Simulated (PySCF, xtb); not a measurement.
TeFBr, SMILES Br[Te]F.

Geometry optimised at B3LYP-D3(BJ)/def2-TZVP. The def2 effective core potentials stand for the cores of Te; spin–orbit coupling is left out.

The numbers are results of C-PCM-ωB97X/def2-SVP (PySCF 2.14.0), not measurements.

The values are the electrostatic part of the solvation free energy, E(continuum) − E(gas) at the gas-phase geometry, in a cavity of scaled van der Waals radii (PySCF's table); cavitation and dispersion terms are not included. In vacuum the orbital gap is 8.06 eV. The dipole moment in vacuum is 2.60 D.

```tsv
solvent	ε	ΔG(elec) (kcal/mol)	dipole (D)	gap (eV)
water	78.36	-4.4	3.36	8.19
toluene	2.37	-2.4	3.00	8.13
cyclohexanone	15.62	-4.2	3.31	8.18
```

For comparison, GFN2-xTB/ALPB(water) (xtb, at the GFN2-xTB geometry, all terms of that model) gives -2.0 kcal/mol.
